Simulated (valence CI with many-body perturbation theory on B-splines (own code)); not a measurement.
**Nd XXII in brief**

Calculated by relativistic CI+MBPT: three valence electrons over a frozen Dirac-Fock core [Kr], radial functions for each j: 7 s, 7 p, 8 d, 6 f, 4 g, 1 h, with the one-electron correlation potential Σ1, the two-electron term Σ2, the three-electron term Σ3, Breit, model QED; selected CI, second order for the rest, scaled by the run's own slope (own B-spline code, finite nucleus).

No measured spectrum was set against this ion. As an estimate, terms of the open shell hold to 2 to 4 % of their energy, and close levels can change places. Only levels of the ground parity were solved; by the run's estimate the other parity begins above the list, which can be wrong where configurations are misplaced.

Levels are named by their leading jj configuration (3d3/2^4 stands for four electrons in 3d with j = 3/2), which in mixed levels can hold well under half, so a name can repeat and another be missing.

Rates and lifetimes use the calculated energies. Strong lines usually hold to 10 to 20 %, long lifetimes can be off by a factor of two.

Question: What is the ground level?

Answer: (4d3/2^3) J=3/2, composition 71 % 4d3 4F + 23 % 4d3 2D + 4 % 4d3 2P, g = 0.552.

Question: How well does LS coupling describe the low levels?

Answer: Among the lowest 19 levels the leading LS term, summed over configurations, holds 71 % on average. For single configurations the figures are 70 % in LS and 82 % in jj coupling. Terms mix most in the J = 9/2 level at 50303 cm⁻¹, where the leading one holds 41 %.

Question: What is the ionisation energy?

Answer: 639.89 eV; NIST lists 638 ± 4 eV (theoretical).
